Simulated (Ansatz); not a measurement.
## Ansatz (development build ahead of 0.2.0) run

```yaml
crystal:
  periodic: [false, false, false]
  atoms:
    - { symbol: H, position_ang: [0.0, 0.0, -0.41087] }
    - { symbol: H, position_ang: [0.0, 0.0, 0.41087] }
basis:
  gaussian: { orbitals: def2-TZVP }
hamiltonian:
  xc: hf
correlation:
  method: mp2
  frozen_orbitals: { H: 0 }
```

The input is written out in the form of the current development build from the run's settings.

Output:

| Quantity | Value |
| --- | --- |
| Converged | yes |
| Reference energy | -1.12802 hartree |
| Correlation energy | -0.02808 hartree |
| Total energy | -1.15609 hartree |
| Spin squared of the determinant | 0.000 |

Caution: bonds are stretched, where a single reference can fail; stretched shape with no unrestricted run beside it, a lower state can exist.
